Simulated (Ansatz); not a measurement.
Method: frozen-core CCSD(T)/cc-pVDZ // PBE-D3(BJ)/def2-SVP (Ansatz, a quantum-chemistry and plane-wave program).

Ansatz 0.2 input:
```yaml
crystal:
  periodic: [false, false, false]
  atoms:
    - { symbol: Si, position_ang: [-0.530957, -0.337148, 1.796316] }
    - { symbol: C, position_ang: [0.0, 0.0, 0.0] }
    - { symbol: Si, position_ang: [1.491508, 1.182225, -0.009426] }
    - { symbol: Si, position_ang: [-1.445145, 0.794298, -0.950256] }
    - { symbol: Si, position_ang: [0.484595, -1.639375, -0.836635] }
    - { symbol: H, position_ang: [0.601021, -0.966103, 2.564125] }
    - { symbol: H, position_ang: [-1.710969, -1.271668, 1.823395] }
    - { symbol: H, position_ang: [-0.918369, 0.949829, 2.474616] }
    - { symbol: H, position_ang: [1.925669, 1.460813, -1.423774] }
    - { symbol: H, position_ang: [2.645673, 0.569691, 0.738366] }
    - { symbol: H, position_ang: [1.126388, 2.48573, 0.649399] }
    - { symbol: H, position_ang: [-2.635171, -0.127827, -0.953335] }
    - { symbol: H, position_ang: [-1.042891, 1.068537, -2.374851] }
    - { symbol: H, position_ang: [-1.842556, 2.093601, -0.3019] }
    - { symbol: H, position_ang: [0.908068, -1.391856, -2.259974] }
    - { symbol: H, position_ang: [-0.68441, -2.588011, -0.838505] }
    - { symbol: H, position_ang: [1.62755, -2.282733, -0.097561] }
basis:
  gaussian: { orbitals: cc-pVDZ }
correlation:
  method: ccsd_t
```

Output:

```
Functional definition: HF
1377 factors; integrals over basis functions are off by at most 9.9e-4 eV
mean field evaluation 1: about -32666.2681 eV, gradient 2.5e1 eV
mean field evaluation 2: about -32666.3588 eV, gradient 2.5e1 eV
mean field evaluation 4: about -32669.1351 eV, gradient 4.7e0 eV
mean field evaluation 8: about -32669.2098 eV, gradient 6.7e-2 eV
mean field evaluation 16: about -32669.0989 eV, gradient 3.2e-1 eV
mean field -32669.20984754 eV, -1200.5713179113 hartree, gradient 1.8e-6 eV, S^2 0.000000; 0 other end points of the search recorded, 0 dependent functions left out
21 core orbitals not correlated
reference -32669.20984754 eV, -1200.5713179113 hartree; 16, 16 occupied and 109, 109 virtual orbitals, 1377 factors
second order -15.49170324 eV of doubles, -0.00000000 eV of singles
cycle   1  -17.29440883 eV  change    -1.8e0 eV  update   1.1e-1
cycle   2  -18.03929429 eV  change   -7.4e-1 eV  update   3.5e-2
cycle   3  -18.10915386 eV  change   -7.0e-2 eV  update   1.1e-2
cycle   4  -18.10263043 eV  change    6.5e-3 eV  update   3.3e-3
cycle   5  -18.10189917 eV  change    7.3e-4 eV  update   8.4e-4
cycle   6  -18.10152462 eV  change    3.7e-4 eV  update   2.5e-4
cycle   7  -18.10148205 eV  change    4.3e-5 eV  update   6.2e-5
cycle   8  -18.10150051 eV  change   -1.8e-5 eV  update   1.8e-5
perturbative correction -0.53904221 eV, -0.0198094360 hartree
Total energy: -32687.85039026 eV, -1201.2563452214 hartree
```

Cost: about 50 core-seconds (a rough figure).
